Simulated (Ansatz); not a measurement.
`C=[CH][In]([F])[F]` + H₂ → `C=[CH][InH][F]` + H–F at 700 K and 1 bar (hydrogenolysis of the In–F bond).

Gas-phase electronic energies from Ansatz, PBE0-D4/def2-TZVP geometries. CCSD(T)/CBS is the MP2 limit (def2-TZVPP, def2-QZVPP) plus CCSD(T) − MP2 in def2-TZVPP, frozen cores. This one scheme is used for every species. def2 core potentials past Kr. For In outer-core shells are correlated without core-valence functions, which leaves a few kJ/mol of doubt a bond. One conformer a species, not always the lowest.

```
             species  CCSD(T)/CBS energy (Eh)  H − E (kJ/mol)  S (J/(mol·K))
`C=[CH][In]([F])[F]`               -467.34185           187.8          464.7
                  H₂                 -1.17544            46.8          155.3
    `C=[CH][InH][F]`               -368.10800           193.5          426.9
                 H–F               -100.39570            45.2          198.5
```

H − E and S are ideal-gas, rigid-rotor, harmonic terms from PBE0-D4/def2-TZVP, for one conformer and one mirror image of each species. The MP2-based limit puts H₂ 0.8 mEh under its directly extrapolated value; such offsets cancel only in part. 1 Eh = 2625.50 kJ/mol, R = 8.31446 J/(mol·K).

Task: By hand: ΔE, ΔH, ΔS and ΔG.

Result: ΔE = (-368.10800) + (-100.39570) − (-467.34185) − (-1.17544) = 0.01359 Eh = 35.7 kJ/mol. Δ(H − E) = 193.5 + 45.2 − 187.8 − 46.8 = 4.1, so ΔH = 39.8 kJ/mol. ΔS = 426.9 + 198.5 − 464.7 − 155.3 = 5.4 J/(mol·K). ΔG = 39.8 − 700 × (5.4)/1000 = 36.0 kJ/mol.

Task: By hand: the equilibrium constant, and the temperature at which ΔG would vanish if ΔH and ΔS stayed fixed.

Result: log₁₀ K = −ΔG/(RT ln 10) = -2.7. ΔG = 0 at ΔH/ΔS = 7370 K, far beyond where these terms or the molecules hold.

The number of gas molecules stays the same, so ΔS is small and ΔH decides. A doubt of 5 kJ/mol in ΔE shifts log₁₀ K by 0.4 here. Other conformers and mirror images would add mixing entropy, several J/(mol·K) or more a flexible species. Modes under 60 cm⁻¹, often nearly free rotors, make the harmonic entropy too high. These are equilibria of isolated gas molecules and say nothing of rates. Largest T1 diagnostic: 0.016 (customary marks: 0.02 for closed shells, 0.045 for open ones).
